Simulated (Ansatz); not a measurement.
`CN(C)c1ccc(-c2ccc(-c3ccc(-c4ccc(C#N)nc4)nc3)nc2)nc1` with charge -1. The state is a doublet with charge -1. Geometry PBE-D4/def2-SVP, that of the neutral singlet; atoms count from 1.

```tsv
atom	x (Å)	y (Å)	z (Å)
C1	-6.8532	-3.1341	3.4418
N2	-6.6539	-1.7124	3.2332
C3	-7.6704	-0.7656	3.6486
C4	-5.4985	-1.2581	2.6400
C5	-5.2514	0.1226	2.4093
C6	-4.0596	0.5197	1.8072
C7	-3.0978	-0.4438	1.4257
C8	-1.8118	-0.0905	0.7900
C9	-1.4236	1.2296	0.4773
C10	-0.1846	1.4708	-0.1182
C11	0.6730	0.3841	-0.4018
C12	2.0063	0.5543	-1.0220
C13	2.8505	-0.5624	-1.2050
C14	4.1083	-0.3947	-1.7808
C15	4.5242	0.8978	-2.1762
C16	5.8496	1.1607	-2.7856
C17	6.8254	0.1627	-2.9896
C18	8.0491	0.5002	-3.5711
C19	8.2672	1.8464	-3.9370
C20	9.5216	2.2293	-4.5406
N21	10.5513	2.5120	-5.0273
N22	7.3505	2.8212	-3.7530
C23	6.1884	2.4775	-3.1956
N24	3.7156	1.9693	-2.0130
C25	2.5145	1.8002	-1.4630
N26	0.3077	-0.8854	-0.1049
C27	-0.8764	-1.1068	0.4613
N28	-3.3320	-1.7580	1.6440
C29	-4.4631	-2.1502	2.2165
H30	-7.8330	-3.2984	3.9250
H31	-6.0710	-3.5753	4.0998
H32	-6.8460	-3.7031	2.4849
H33	-7.2870	-0.0450	4.4068
H34	-8.5177	-1.3116	4.1012
H35	-8.0664	-0.1730	2.7925
H36	-5.9862	0.8840	2.7024
H37	-3.8831	1.5914	1.6371
H38	-2.0857	2.0801	0.6966
H39	0.1121	2.5024	-0.3531
H40	2.4818	-1.5466	-0.8819
H41	4.7607	-1.2681	-1.9204
H42	6.6403	-0.8804	-2.6954
H43	8.8295	-0.2548	-3.7432
H44	5.4416	3.2743	-3.0452
H45	1.9062	2.7168	-1.3667
H46	-1.1462	-2.1515	0.6894
H47	-4.5770	-3.2377	2.3601
```

Single mean-field runs in def2-TZVP are fitted with def2-universal-jkfit.

**Question.** Estimate the Mulliken populations of the heavy atoms from the PBE0/def2-TZVP orbitals of Ansatz.

**Answer.** 
```tsv
atom	charge (e)	spin (α − β)
C1	-0.34	0.00
N2	-0.02	0.01
C3	-0.34	0.00
C4	0.18	0.05
C5	-0.24	-0.03
C6	-0.24	0.04
C7	0.21	-0.02
C8	0.09	0.11
C9	-0.19	0.02
C10	-0.23	0.03
C11	0.26	0.05
C12	0.03	0.09
C13	-0.23	0.06
C14	-0.21	0.01
C15	0.26	0.12
C16	0.06	0.05
C17	-0.17	0.12
C18	-0.19	-0.04
C19	0.28	0.17
C20	-0.31	-0.04
N21	-0.08	0.10
N22	-0.23	0.00
C23	-0.16	0.04
N24	-0.23	0.02
C25	-0.13	0.01
N26	-0.22	0.05
C27	-0.16	-0.03
N28	-0.21	0.05
C29	-0.19	-0.03
```
Mulliken values depend strongly on the basis.

**Question.** Where does the spin sit?

**Answer.** Summed by element: C 0.78, N 0.23, H -0.01, of 1 unpaired in all. Largest on single atoms: C19 0.17, C15 0.12, C17 0.12.

**Question.** And the Mayer bond orders between heavy atoms (over 0.3)?

**Answer.** C1–N2 0.98 (1.45 Å); N2–C3 0.99 (1.45 Å); N2–C4 1.19 (1.38 Å); C4–C5 1.28 (1.42 Å); C4–C29 1.24 (1.43 Å); C5–C6 1.52 (1.39 Å); C6–C7 1.37 (1.41 Å); C7–C8 1.04 (1.48 Å); C7–N28 1.32 (1.35 Å); C8–C9 1.26 (1.41 Å); C8–C27 1.29 (1.42 Å); C9–C10 1.53 (1.40 Å); C10–C11 1.29 (1.41 Å); C11–C12 1.08 (1.48 Å); C11–N26 1.30 (1.35 Å); C12–C13 1.26 (1.41 Å); C12–C25 1.27 (1.42 Å); C13–C14 1.51 (1.39 Å); C14–C15 1.27 (1.41 Å); C15–C16 1.11 (1.48 Å); C15–N24 1.26 (1.35 Å); C16–C17 1.29 (1.41 Å); C16–C23 1.26 (1.42 Å); C17–C18 1.51 (1.40 Å); C18–C19 1.31 (1.41 Å); C19–C20 0.99 (1.44 Å); C19–N22 1.27 (1.35 Å); C20–N21 3.10 (1.17 Å); N22–C23 1.64 (1.33 Å); N24–C25 1.67 (1.33 Å); N26–C27 1.63 (1.33 Å); N28–C29 1.62 (1.33 Å).
